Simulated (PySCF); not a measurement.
A GIAO shielding run with PySCF 2.14.0 with density-fitted response routines (density fitting, non-relativistic, gas phase) on `FC(F)(F)CN1CCN[SiH2]1`, C$_{4}$H$_{9}$F$_{3}$N$_{2}$Si:

```
$ OMP_NUM_THREADS=1 python probes_run.py task.json out

{"job": {"kind": "nmr", "xc": "PBE0", "basis": "pcSseg-1"}, "charge": 0, "multiplicity": 1}
F      1.916541     0.414889     1.584131
C      2.343384    -0.010192     0.388736
F      2.398477    -1.349168     0.455444
F      3.616635     0.408193     0.265324
C      1.479026     0.503569    -0.769706
N      0.086566     0.298971    -0.602309
C     -0.406247    -1.060207    -0.672166
C     -1.928962    -0.951778    -0.656479
N     -2.232424     0.149584     0.233789
Si    -0.992419     1.335494     0.266084
H      1.674864     1.575720    -0.845062
H      1.851794     0.002886    -1.674934
H     -0.048471    -1.542462    -1.588109
H     -0.069638    -1.655804     0.185284
H     -2.381448    -1.876249    -0.285540
H     -2.302750    -0.766497    -1.672369
H     -3.212933     0.350427     0.327464
H     -0.698620     1.641231     1.663544
H     -1.103180     2.540644    -0.565095
```

Hardware: 1 thread of an Intel Xeon Platinum 8488C, shared host. The job also computes population analyses, field gradients, ring-centre shieldings.

**Question.** How large is the calculation?

**Answer.** 88 electrons, 222 basis functions and 1166 auxiliary functions.

**Question.** How long does it take, and how much memory does it need?

**Answer.** 57 s of wall time, with 12 SCF cycles and 4 response iterations; peak memory 1.1 GiB. Times on a shared host scatter by some tens of per cent.
